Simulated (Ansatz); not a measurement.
Total energies of Cu(PH3)Cl (CuPH₃Cl) from Ansatz at PBE-D4/def2-TZVP, gas phase (1 Eh = 27.2114 eV = 2625.5 kJ/mol). The reference geometry is relaxed at PBE-D4/def2-TZVP.

```xyz
6

Cu   -0.960    0.949    0.470
P     0.477   -0.472   -0.235
H     1.718   -0.014   -0.756
H     0.134   -1.349   -1.299
H     0.993   -1.449    0.660
Cl   -2.362    2.335    1.160
```

| state | geometry | energy (Eh) |
| --- | --- | --- |
| charge 0 singlet | reference | -2443.39338 |
| charge 1 doublet | reference | -2443.05432 |
| charge 1 doublet | relaxed at PBE-D4/def2-TZVP | -2443.06122 |
| free Cu atom (doublet) | – | -1640.24447 |
| free P atom (quartet) | – | -341.10299 |
| free H atom (doublet) | – | -0.49962 |
| free Cl atom (doublet) | – | -459.95840 |

Work out the vertical ionisation energy to the doublet.

E(charge 1 doublet) − E(charge 0 singlet) = -2443.05432 − (-2443.39338) = 0.33906 Eh = 9.23 eV. For comparison, −ε of the highest occupied level is 5.82 eV at this level, 3.41 eV less.

How much does the charge 1 doublet relax, and what is the adiabatic ionisation energy?

Relaxation: -2443.05432 − (-2443.06122) = 0.00690 Eh = 0.19 eV. Adiabatic ionisation energy: 0.33216 Eh = 9.04 eV, without zero-point energy. 

What is the binding energy per atom against free atoms?

Atoms: 1 × (-1640.24447) + 1 × (-341.10299) + 3 × (-0.49962) + 1 × (-459.95840) = -2442.80472 Eh. Binding: -2442.80472 − (-2443.39338) = 0.58866 Eh = 16.02 eV, or 2.67 eV for each of 6 atoms (no zero-point energy, no counterpoise term).
